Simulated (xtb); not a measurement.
C6H18Si2, charge -1, doublet, geometry from GFN2-xTB (a state made from the parent by changing its charge; the spin is typed, not shown lowest); GFN1-xTB in xtb.

The xtb input:
```
$ xtb mol.xyz --gfn 1 --chrg -1 --uhf 1 --acc 0.0001 --json

# file mol.xyz
26

C     -1.79159512    -0.93833522    -1.43386400
Si    -1.06917934    -0.43040656     0.29206537
C     -2.05352088     1.17845297     0.74075825
C     -2.19415968    -1.69311633     1.38783223
Si     1.06917934     0.43040656    -0.29206537
C      1.79159512     0.93833522     1.43386400
C      2.19415968     1.69311633    -1.38783223
C      2.05352088    -1.17845297    -0.74075825
H     -1.34065649    -1.86662374    -1.77694072
H     -1.58347434    -0.18401365    -2.18775524
H     -2.86840908    -1.09220699    -1.40919480
H     -3.13103171     1.02806535     0.72642940
H     -1.78877979     1.52137041     1.73833907
H     -1.82434390     1.98784441     0.05298029
H     -3.26341194    -1.60467754     1.18361219
H     -1.91785052    -2.73175231     1.20052682
H     -2.05747268    -1.51800319     2.45594903
H      2.86840908     1.09220699     1.40919480
H      1.34065649     1.86662374     1.77694072
H      1.58347434     0.18401365     2.18775524
H      2.05747268     1.51800319    -2.45594903
H      1.91785052     2.73175231    -1.20052682
H      3.26341194     1.60467754    -1.18361219
H      1.78877979    -1.52137041    -1.73833907
H      1.82434390    -1.98784441    -0.05298029
H      3.13103171    -1.02806535    -0.72642940
```

Write the output that xtb gives for this input, abridged.


```
   ID    Z sym.   atoms
    1    6 C      1, 3, 4, 6-8
    2   14 Si     2, 5
    3    1 H      9-26

           -------------------------------------------------
          |                Calculation Setup                |
           -------------------------------------------------

           -------------------------------------------------
          |                 G F N 1 - x T B                 |
           -------------------------------------------------

          ...................................................
          :                      SETUP                      :
          :.................................................:
          :  # basis functions                  80          :
          :  # atomic orbitals                  78          :
          :  # shells                           54          :
          :  # electrons                        51          :
          :  # halogen bonds                     0          :
          :  max. iterations                   250          :
          :  Hamiltonian                  GFN1-xTB          :
          :  restarted?                      false          :
          :  GBSA solvation                  false          :
          :  PC potential                    false          :
          :  electronic temp.          300.0000000     K    :
          :  accuracy                    0.0001000          :
          :  -> integral cutoff          0.6500000E+02      :
          :  -> integral neglect         0.1000000E-11      :
          :  -> SCF convergence          0.1000000E-09 Eh   :
          :  -> wf. convergence          0.2000000E-08 e    :
          :  Broyden damping             0.4000000          :
          :  net charge                         -1          :
          :  unpaired electrons                  1          :
          ...................................................

 iter      E             dE          RMSdq      gap      omega  full diag
   1    -26.5873239 -0.265873E+02  0.774E+00    2.06       0.0  T
   2    -26.5977124 -0.103885E-01  0.470E+00    2.05       1.0  T
   3    -26.5987507 -0.103828E-02  0.415E-01    2.06       1.0  T
   4    -26.5995498 -0.799142E-03  0.343E-02    2.05       1.0  T
   5    -26.5995595 -0.968094E-05  0.512E-03    2.05       3.8  T
   6    -26.5995596 -0.139906E-06  0.157E-03    2.05      12.5  T
   7    -26.5995596 -0.136273E-08  0.458E-04    2.05      42.8  T
   8    -26.5995596 -0.103219E-08  0.480E-05    2.05     408.3  T
   9    -26.5995596 -0.125553E-10  0.656E-06    2.05    2990.7  T
  10    -26.5995596 -0.305533E-12  0.347E-06    2.05    5653.2  T
  11    -26.5995596  0.746070E-13  0.538E-08    2.05  100000.0  T
  12    -26.5995596 -0.603961E-13  0.206E-08    2.05  100000.0  T
  13    -26.5995596  0.177636E-13  0.511E-09    2.05  100000.0  T
  14    -26.5995596  0.675016E-13  0.859E-11    2.05  100000.0  T

   *** convergence criteria satisfied after 14 iterations ***

         :::::::::::::::::::::::::::::::::::::::::::::::::::::
         ::                     SUMMARY                     ::
         :::::::::::::::::::::::::::::::::::::::::::::::::::::
         :: total energy             -26.256248598931 Eh    ::
         :: gradient norm              0.025084437605 Eh/a0 ::
         :: HOMO-LUMO gap              2.053524376759 eV    ::
         ::.................................................::
         :: SCC energy               -26.599559637811 Eh    ::
         :: -> electrostatic           0.082255717825 Eh    ::
         :: repulsion energy           0.355649367457 Eh    ::
         :: dispersion energy         -0.012338328577 Eh    ::
         :: halogen bond corr.         0.000000000000 Eh    ::
         :: add. restraining           0.000000000000 Eh    ::
         :: total charge              -1.000000000000 e     ::
         :::::::::::::::::::::::::::::::::::::::::::::::::::::

           -------------------------------------------------
[...]
     1C    -0.19021 -0.30439   1.003  3.188  0.000
     2Si   -0.01302 -0.15252   1.318  2.046  0.649
     3C    -0.19014 -0.30432   1.003  3.188  0.000
     4C    -0.19767 -0.31670   1.016  3.182  0.000
     5Si   -0.01302 -0.15252   1.318  2.046  0.649
     6C    -0.19021 -0.30439   1.003  3.188  0.000
     7C    -0.19767 -0.31670   1.016  3.182  0.000
     8C    -0.19014 -0.30432   1.003  3.188  0.000
     9H     0.01459  0.06933   0.985  0.000  0.000
    10H     0.01427  0.06941   0.986  0.000  0.000
    11H     0.01040  0.06473   0.990  0.000  0.000
    12H     0.01055  0.06488   0.989  0.000  0.000
    13H     0.01434  0.06904   0.986  0.000  0.000
    14H     0.01424  0.06939   0.986  0.000  0.000
    15H     0.00855  0.06132   0.991  0.000  0.000
    16H     0.00210  0.05496   0.998  0.000  0.000
    17H     0.00202  0.05487   0.998  0.000  0.000
    18H     0.01040  0.06473   0.990  0.000  0.000
    19H     0.01459  0.06933   0.985  0.000  0.000
    20H     0.01427  0.06941   0.986  0.000  0.000
    21H     0.00202  0.05487   0.998  0.000  0.000
    22H     0.00210  0.05496   0.998  0.000  0.000
    23H     0.00855  0.06132   0.991  0.000  0.000
    24H     0.01434  0.06904   0.986  0.000  0.000
    25H     0.01424  0.06939   0.986  0.000  0.000
    26H     0.01055  0.06488   0.989  0.000  0.000

Wiberg/Mayer (AO) data.
largest (>0.10) Wiberg bond orders for each atom

 ---------------------------------------------------------------------------
     #   Z sym  total        # sym  WBO       # sym  WBO       # sym  WBO
 ---------------------------------------------------------------------------
     1   6 C    3.929 --     2 Si   0.973    11 H    0.959    10 H    0.958
                             9 H    0.957
     2  14 Si   4.475 --     5 Si   1.157     3 C    0.973     1 C    0.973
                             4 C    0.927
     3   6 C    3.929 --     2 Si   0.973    12 H    0.959    14 H    0.958
                            13 H    0.957
     4   6 C    3.913 --    17 H    0.965    16 H    0.965    15 H    0.961
                             2 Si   0.927
     5  14 Si   4.475 --     2 Si   1.157     8 C    0.973     6 C    0.973
                             7 C    0.927
     6   6 C    3.929 --     5 Si   0.973    18 H    0.959    20 H    0.958
                            19 H    0.957
     7   6 C    3.913 --    21 H    0.965    22 H    0.965    23 H    0.961
                             5 Si   0.927
     8   6 C    3.929 --     5 Si   0.973    26 H    0.959    25 H    0.958
                            24 H    0.957
     9   1 H    1.006 --     1 C    0.957
    10   1 H    1.012 --     1 C    0.958
    11   1 H    1.005 --     1 C    0.959
    12   1 H    1.005 --     3 C    0.959
    13   1 H    1.006 --     3 C    0.957
    14   1 H    1.012 --     3 C    0.958
    15   1 H    1.004 --     4 C    0.961
    16   1 H    1.015 --     4 C    0.965
    17   1 H    1.015 --     4 C    0.965
    18   1 H    1.005 --     6 C    0.959
    19   1 H    1.006 --     6 C    0.957
    20   1 H    1.012 --     6 C    0.958
    21   1 H    1.015 --     7 C    0.965
    22   1 H    1.015 --     7 C    0.965
    23   1 H    1.004 --     7 C    0.961
    24   1 H    1.006 --     8 C    0.957
    25   1 H    1.012 --     8 C    0.958
    26   1 H    1.005 --     8 C    0.959
 ---------------------------------------------------------------------------

Topologies differ in total number of bonds
Writing topology from bond orders to xtbtopo.mol

 dipole moment from electron density (au)
     X       Y       Z
   0.0000   0.0000   0.0000  total (Debye):    0.000

           -------------------------------------------------
          | TOTAL ENERGY              -26.256248598931 Eh   |
          | GRADIENT NORM               0.025084437605 Eh/α |
          | HOMO-LUMO GAP               2.053524376759 eV   |
           -------------------------------------------------

normal termination of xtb
```
